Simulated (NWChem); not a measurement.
Species: GeSiH₆O₂; SMILES [OH][GeH]([SiH3])[OH]

```xyz
10

O     -1.5108    -0.9557     0.4649
Ge     0.0045    -0.4045    -0.2986
O      1.3829    -1.2630     0.4397
Si     0.0549     1.9426     0.1242
H     -1.6745    -1.8954     0.3239
H      0.0781    -0.8577    -1.7689
H      1.4869    -1.0564     1.3750
H      0.0903     2.1756     1.5996
H     -1.1518     2.6013    -0.4580
H      1.2833     2.5299    -0.4909
```
Atoms are numbered in this order, from 1.

Computed with NWChem. All runs use the structure optimised with PBE0/def2-SVP.

**Question.** Predict the results for PBE/def2-SVP. Quantities: highest occupied level (eV); orbital gap (eV); dipole (D).

**Answer.** 
```json
{
  "highest occupied level (eV)": "-6.55",
  "orbital gap (eV)": "5.86",
  "dipole (D)": "0.37"
}
```
